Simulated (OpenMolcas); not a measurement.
Computed levels of 4f10 in ions with 64 electrons, in cm-1 above 5I8.

* Program: OpenMolcas
* Method: MS-CASPT2, IPEA 0.25 Eh, imaginary shift 0.1 Eh
* Basis: ANO-R2
* Scalar Hamiltonian: X2C, finite nucleus
* Spin-orbit coupling: state interaction with AMFI integrals over the reference wave functions, term energies averaged over their components

Active space for each ion: 10 electrons in 7 orbitals (4f); closed shells correlated by CASPT2: 5s 5p.

```json
{"Level": "5I7", "Dy2+": "4320", "Er4+": "6120"}
{"Level": "5I6", "Dy2+": "7390", "Er4+": "10380"}
{"Level": "5I5", "Dy2+": "9660", "Er4+": "13410"}
{"Level": "5I4", "Dy2+": "11450", "Er4+": "15870"}
{"Level": "5F5", "Dy2+": "15360", "Er4+": "19400"}
{"Level": "5S2", "Dy2+": "17940", "Er4+": "22760"}
{"Level": "5F4", "Dy2+": "18120", "Er4+": "23300"}
{"Level": "3K8(1)", "Dy2+": "19690", "Er4+": "25060"}
{"Level": "5F3", "Dy2+": "19810", "Er4+": "25670"}
```

**Question.** Estimate 5I4, 5F5, 5S2 for Ho3+ from its neighbours Dy2+ and Er4+.

**Answer.** 5I4 is fine structure, which grows about as the fourth power of a screened charge, so the fourth roots are averaged: ((11450^0.25 + 15870^0.25) / 2)^4 = 13525. The calculation gives 13590, so the estimate is off by -0.5 %.
5F5 is another term, which grows about linearly with the charge: (15360 + 19400) / 2 = 17380. The calculation gives 17490, so the estimate is off by -0.6 %.
5S2 is another term, which grows about linearly with the charge: (17940 + 22760) / 2 = 20350. The calculation gives 20440, so the estimate is off by -0.4 %.

Mixed levels, with the weight of the term that names them: Dy2+ 5S2 (69 %), Ho3+ 5S2 (67 %), Er4+ 5S2 (61 %), Er4+ 3K8(1) (74 %).

Term energies are means over components that CASPT2 splits; among the terms shown or strongly mixed into the levels shown the widest spread is 800 cm-1 (4f10 5I, Dy2+). Blocks of more than 70 roots (2S+1 = 3 even, 1 even) ran without multistate coupling. High states are left out of the spin-orbit mixing, which shifts the levels that they would mix with. Levels of configurations outside the active space are missing.

A number in round brackets counts repeated terms of one configuration in the order of the reference energies.
